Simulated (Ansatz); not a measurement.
Basis-set extrapolation for C₅H₁₂O₂S (`CC(C)(C)S(C)(=O)=O`) (PBE0-D4/def2-TZVP geometry, frozen core, Ansatz). Multiplicity 1, RHF reference.

|  | def2-TZVPP | def2-QZVPP |
| --- | --- | --- |
| HF | -743.712912 | -743.742725 |
| MP2 correlation | -1.552381 | -1.664190 |
| CCSD(T) correlation | -1.673631 | not run |

Energies in hartree. Use E(X) = E(∞) + A·exp(−7.88·√X) for Hartree–Fock and E(X) = E(∞) + B·X^(−2.97) for correlation, with X = 3 and 4, and add CCSD(T) minus MP2 of the smaller set to the MP2 limit.

What is the CCSD(T) energy at the basis-set limit?

HF limit: -743.742725 + (-0.029813) × 0.13774 = -743.74683. MP2 limit: -1.664190 + (-0.111809) × 0.74074 = -1.74701. Higher-order term: -1.673631 − (-1.552381) = -0.12125. Total: -745.61509 hartree, 143.4 kcal/mol below CCSD(T)/def2-TZVPP.
